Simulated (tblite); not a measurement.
Species: C5H12O2Si.
Numbering: `[CH3:1][Si:2]1([CH3:3])[CH2:4][C@H:5]([OH:6])[CH2:7][O:8]1` (hydrogens: H9, H10, H11 on C1; H12, H13, H14 on C3; H15, H16 on C4; H17 on C5; H18 on O6; H19, H20 on C7)

Cartesian coordinates in Å at the GFN2-xTB level; atoms count from 1:
```xyz
20
C5H12O2Si angstrom
C      1.5093    0.2820    1.6958
Si     0.6832   -0.2635    0.0723
C      1.9054   -1.1556   -1.0776
C     -0.3440    1.0789   -0.8203
C     -1.7680    0.7369   -0.3679
O     -2.0988    1.3798    0.8393
C     -1.8144   -0.7886   -0.1923
O     -0.6223   -1.2132    0.4200
H      0.9322    1.0225    2.2425
H      1.6525   -0.5722    2.3498
H      2.4860    0.7091    1.4976
H      2.7107   -0.4958   -1.3821
H      1.4225   -1.5297   -1.9759
H      2.3522   -2.0035   -0.5688
H     -0.1162    2.1092   -0.5600
H     -0.2714    0.9897   -1.9026
H     -2.5268    1.0649   -1.0838
H     -1.5263    1.0192    1.5272
H     -2.6503   -1.0794    0.4484
H     -1.9206   -1.2802   -1.1647
```

Computed with GFN2-xTB (tblite): harmonic, unscaled wavenumbers at the GFN2-xTB geometry, gas phase. Against measured fundamentals such values can be off by several per cent, at times by over 20. One conformer, not necessarily the lowest.

Harmonic wavenumbers (cm⁻¹): 60.3, 80.3, 99.5, 110.9, 150.1, 173.7, 191.8, 241.5, 350.0, 360.2, 407.7, 466.4, 643.2, 688.3, 736.3, 757.7, 766.5, 779.2, 788.4, 841.5, 858.5, 874.4, 877.7, 950.9, 1001.4, 1052.7, 1097.8, 1139.0, 1166.1, 1204.8, 1233.9, 1270.0, 1300.6, 1354.4, 1372.8, 1376.5, 1468.3, 1476.6, 1477.3, 1481.3, 1483.5, 1487.6, 2924.5, 2957.1, 2968.1, 3004.2, 3028.8, 3032.9, 3037.4, 3049.2, 3053.3, 3056.6, 3064.1, 3524.9.

A = 2627, B = 1331, C = 1196 MHz; mass 132.061 u (most abundant isotopes); point group C1, symmetry number 1.

Zero-point energy?

Half the sum of the wavenumbers: 36200 cm⁻¹ = 103.50 kcal/mol.

Entropy at 298.15 K, 1 bar (ideal gas, RRHO, classical rotation)?

Translation 40.57, rotation 28.73, vibration 31.34: S = 100.6 cal/(mol K).

And Cp and H(298.15 K) − H(0)?

Cp = 40.07 cal/(mol K), of which vibrations give 32.12 (their classical limit is 54 R = 107.3); H(298.15 K) − H(0) = 7.30 kcal/mol without the zero-point energy, 4.93 from vibrations.

What must be added to the electronic energy to get the Gibbs energy at 298.15 K and 1 bar?

ZPE + [H(298.15 K) − H(0)] − T·S = 103.50 + 7.30 − 30.01 = 80.79 kcal/mol.

Which modes carry the vibrational entropy at 298.15 K?

60.3 cm⁻¹: 4.45; 80.3 cm⁻¹: 3.88; 99.5 cm⁻¹: 3.46; 110.9 cm⁻¹: 3.25; 150.1 cm⁻¹: 2.67; 173.7 cm⁻¹: 2.40 cal/(mol K); the other 48 give 11.23 together.

Hindered rotation and anharmonicity are outside this model. Other conformers, if any are populated, would add a mixing term that is left out. The structure is chiral; the term R ln 2 for an equal mix with its mirror image is left out.
